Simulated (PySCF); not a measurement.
All values below come from PBE0-D3(BJ)/def2-TZVP run with PySCF. Gas-phase values, no solvent. One relaxed conformer stands for a flexible species; it need not be the lowest. Excitations are Tamm–Dancoff values on a coarser integration grid. The basis has no diffuse functions, so Rydberg states are missing or too high.

Reference species (SMILES): `[SiH2]=C` (neutral, multiplicity 1).

| Quantity | Value |
|---|---|
| HOMO–LUMO gap | 5.39 eV |
| brightest of the four lowest singlets (TDA) | 5.60 eV |

Changed species: `S[SiH]=C` (C–Si–S–H torsion 1°) (X = mercapto; the reference has X = H).

Question: What does the change do to the HOMO–LUMO gap and brightest of the four lowest singlets (TDA)?

Answer: the HOMO–LUMO gap rises by 0.04 eV, to 5.43 eV; the brightest of the four lowest singlets (TDA) drops by 0.25 eV, to 5.35 eV.
